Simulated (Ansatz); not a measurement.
Two isomers of CH7ClOSi2: A = `C[Si](O)([SiH3])Cl`, B = `CO[SiH]([SiH3])Cl`.

Calculated with Ansatz (gas phase, PBE0-D4/def2-TZVP geometries, no zero-point term in ΔE). CCSD(T)/CBS adds triple-zeta CCSD(T) − MP2 to the extrapolated MP2 energy (def2 sets, frozen cores). Functionals use def2-TZVPP. B3LYP here is the variant with VWN-RPA as its local correlation; programs differ in this. One conformer a species, not always the lowest.

(1) Which isomer does CCSD(T)/CBS put lower? Give the gap. (Best estimate.)

(2) Give E(B) − E(A) in kJ/mol with ωB97M-V, MP2/def2-TZVPP, CCSD(T)/def2-SVP, CCSD(T)/def2-TZVPP, r2SCAN-D4, PBE-D4, B3LYP-D4. (An estimate is asked.)

(3) Does the order hold for the free energy at 298.15 K (harmonic terms from PBE0-D4)? (An estimate is asked.)

Largest T1 diagnostic: 0.012.

Results:

(1) Ansatz gave: A, by 105.3 kJ/mol.

(2) The calculation gave: ωB97M-V 104.8, MP2/def2-TZVPP 109.2, CCSD(T)/def2-SVP 83.8, CCSD(T)/def2-TZVPP 102.1, r2SCAN-D4 106.2, PBE-D4 103.2, B3LYP-D4 98.0. None reverses the order clearly.

(3) Ansatz gave: Yes: G(B) − G(A) = +104.2 kJ/mol, for one conformer each.

Leaving LDA and LC-ωPBE aside and taking each functional with its dispersion term where it has one, the values, not all of them listed here, spread over 11.2 kJ/mol, from BLYP-D4 to r2SCAN0-D4. LDA lies +3.4 kJ/mol from PBE without D4. At CCSD(T), def2-SVP lies −21.5 kJ/mol from the extrapolated value and def2-TZVPP −3.2 kJ/mol.
